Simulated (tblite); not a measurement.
C6H14Si3.
Geometry (GFN2-xTB, Å), atoms numbered from 1 in this order:
```xyz
23
C6H14Si3 angstrom
C      3.8845    1.7146    0.6679
C      2.7551    1.3283    1.2384
Si     1.9198   -0.3362    0.9635
C      0.1968    0.0502    0.2975
C     -0.7509   -0.8164   -0.1005
C     -0.4992   -2.2432   -0.0324
C     -1.3377   -3.1946   -0.4259
Si    -2.4159   -0.1734   -0.7618
Si    -2.5400    2.1297   -0.6623
H      4.3304    2.6827    0.8449
H      4.4209    1.0728   -0.0129
H      2.2635    2.0202    1.9140
H      1.8330   -1.0500    2.2490
H      2.7105   -1.1297    0.0125
H     -0.0352    1.1094    0.2275
H      0.4645   -2.5231    0.3777
H     -2.3050   -2.9689   -0.8411
H     -1.0821   -4.2380   -0.3478
H     -3.4908   -0.8141    0.0171
H     -2.5693   -0.6754   -2.1393
H     -3.8509    2.6076   -1.1092
H     -1.5528    2.8062   -1.5100
H     -2.3543    2.6684    0.6894
```

Level: GFN2-xTB in tblite, geometry and Hessian alike; calculated harmonic values, unscaled, isolated species. Against measured fundamentals such values can be off by several per cent, at times by over 20. Modes of hydrogen on silicon can be 10 to 20 % off. One conformer, not necessarily the lowest.

Harmonic wavenumbers (cm⁻¹): 25.4, 34.6, 48.1, 70.4, 86.1, 92.9, 122.0, 130.5, 167.3, 214.4, 277.4, 310.1, 328.6, 388.0, 435.5, 451.7, 457.0, 470.8, 503.6, 511.0, 594.0, 605.4, 657.1, 677.6, 699.2, 704.6, 729.8, 780.2, 785.1, 790.0, 811.2, 823.5, 826.3, 833.2, 888.5, 919.7, 972.0, 1004.8, 1009.8, 1031.2, 1152.0, 1278.9, 1289.8, 1313.3, 1406.4, 1425.6, 1580.3, 1664.1, 1674.4, 2148.2, 2160.5, 2173.5, 2202.9, 2221.1, 2224.8, 2237.7, 2990.0, 3016.0, 3030.4, 3064.9, 3095.2, 3102.8, 3128.7.

A = 1087, B = 530.6, C = 366.9 MHz; mass 170.040 u (most abundant isotopes); point group C1, symmetry number 1.

Q: What is the zero-point energy?

A: ½Σν̃ = 35425 cm⁻¹ = 423.78 kJ/mol.

Q: Give the ideal-gas entropy at 298.15 K and 1 bar in the rigid-rotor, harmonic-oscillator model (classical rotation).

A: Translation 172.91, rotation 132.62, vibration 221.34: S = 526.9 J/(mol K).

Q: And Cp and H(298.15 K) − H(0)?

A: Cp = 234.30 J/(mol K), of which vibrations give 201.04 (their classical limit is 63 R = 523.8); H(298.15 K) − H(0) = 42.03 kJ/mol without the zero-point energy, 32.11 from vibrations.

Q: Blend soft modes into free rotors: weight 1/[1 + (100 cm⁻¹/ν̃)⁴] for the oscillator and the rest for a rotor with moment μB/(μ + B), μ = h/(8π²ν), B = 10⁻⁴⁴ kg m². What vibrational entropy results?

A: 193.66 J/(mol K) in place of 221.34, which changes −T·S at 298.15 K by +8.25 kJ/mol.

Q: What must be added to the electronic energy to get the Gibbs energy at 298.15 K and 1 bar?

A: ZPE + [H(298.15 K) − H(0)] − T·S = 423.78 + 42.03 − 157.09 = 308.72 kJ/mol.

Hindered rotation and anharmonicity are outside this model. Other conformers, if any are populated, would add a mixing term that is left out. The structure is chiral; the term R ln 2 for an equal mix with its mirror image is left out.

Hardware: Arm Neoverse N1, one thread, shared host with 64 logical CPUs at a one-minute load of 61. Cost: 2.6 s wall. This covers the Hessian and the dipole derivatives.
